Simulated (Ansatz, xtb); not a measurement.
A geometry optimisation of F3GeH2Si with r2SCAN-D4/def2-SVP

The starting geometry of this gas-phase doublet has its atoms placed at random.

```json
{"atom": "F", "x (Å)": "-0.1293", "y (Å)": "-2.1037", "z (Å)": "-0.8942"}
{"atom": "F", "x (Å)": "-1.0090", "y (Å)": "-1.1074", "z (Å)": "-0.5741"}
{"atom": "F", "x (Å)": "0.7303", "y (Å)": "1.0539", "z (Å)": "0.9001"}
{"atom": "Ge", "x (Å)": "0.8384", "y (Å)": "0.3922", "z (Å)": "-0.9097"}
{"atom": "Si", "x (Å)": "1.7364", "y (Å)": "-1.3638", "z (Å)": "0.5167"}
{"atom": "H", "x (Å)": "0.2084", "y (Å)": "0.9426", "z (Å)": "0.2333"}
{"atom": "H", "x (Å)": "0.2068", "y (Å)": "-1.3779", "z (Å)": "-1.1245"}
```

Q: One run relaxed it with r2SCAN-D4/def2-SVP. What is a likely outcome?

A: It loosens into F2GeHSi + FH, which stay close as a complex. Distances that change by over a tenth: F1–F2 (1.37 → 2.30 Å), Ge4–H7 (1.89 → 2.52 Å). Contacts that open: F1–H7 (0.83 → 1.30 Å), F3–Ge4 (1.93 → 3.14 Å), Ge4–H6 (1.42 → 2.92 Å). Contacts that close: F1–Si5 (2.45 → 1.78 Å), F2–H7 (1.36 → 1.03 Å).

The energy falls by 15.03 eV over 29 steps:

```
step  E − E(last) (eV)
   1            15.032
   4             4.748
   7             1.969
  10             0.621
  13             0.249
  17             0.078
  20             0.014
  23             0.004
  26             0.000
  29             0.000
```

Final geometry (Å):

```xyz
7

F     0.2111   -2.0431   -0.0749
F    -0.5297   -0.1637   -1.1813
F     0.1548    0.5228    1.2423
Ge    1.5902    0.2734   -1.5410
Si    1.9628   -1.7190   -0.1261
H    -0.4341    0.6274    0.5288
H    -0.3732   -1.0619   -0.7001
```

From the same start GFN2-xTB ends elsewhere, in pieces: FGeSi + FH + FH.

From so rough a start the end depends on the optimiser's path, so another program may land elsewhere. The end wasn't checked by frequencies. Open shells are spin-unrestricted. Run with Ansatz 0.2.0, 3 min on 2 threads of Intel(R) Xeon(R) 6975P-C (Granite Rapids), with other jobs on the host.
